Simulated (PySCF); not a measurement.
Input of a run (CAM-B3LYP/def2-SVP geometry optimisation, gas phase (PySCF 2.14.0)), started from GFN2-xTB:
```
{"job": {"xc": "CAM-B3LYP", "basis": "def2-SVP", "grid": 1, "kind": "geom"}, "charge": 0, "multiplicity": 1}
N      3.129291     0.003257    -0.125331
C      1.983602    -0.036884    -0.080915
C      0.587473    -0.042251    -0.026435
C     -0.365437    -1.012533    -0.024379
C     -1.498094    -0.047391     0.053082
O     -2.685096    -0.116917     0.095712
C     -0.431421     1.080327     0.053072
O     -0.388034     2.264127     0.094419
H     -0.318723    -2.085742    -0.064404
```

Output (energies in Eh, forces in Eh/bohr):
```
step   0  E = -395.76447702  max force = 0.019779
step   1  E = -395.76562448  max force = 0.003449
step   2  E = -395.76564169  max force = 0.000948
step   3  E = -395.76564124  max force = 0.001439
step   4  E = -395.76564454  max force = 0.000183
optimisation converged
```

Q: Summarise the run.

A: The energy falls by 0.032 eV over 5 energy and gradient evaluations, the largest force component goes from 0.0198 to 1.8e-04 Eh/bohr, and the atoms move by 0.019 Å rms after alignment. Among the bonds, C4–C5 and C5–C7 change most and about equally (+0.022 to +0.023 Å). Bonds longer at the end by more than 0.005 Å: 6 of 9; shorter: 1. The energy never rose by more than 1e-6 Eh on the way. The first step brought 98 % of the lowering.

Q: What are the final bond lengths?

A: N1≡C2 1.155 Å, C2–C3 1.418 Å, C3–C4 1.353 Å, C4–C5 1.513 Å, C5=O6 1.185 Å, C5–C7 1.574 Å, C7=O8 1.182 Å, C3–C7 1.530 Å, C4–H9 1.090 Å. Numbering counts from 1 in the input's order; the species is `N#Cc1cc(=O)c1=O`.

The run used 117 basis functions and 37 SCF cycles in all.

Not checked by CAM-B3LYP/def2-SVP frequencies.
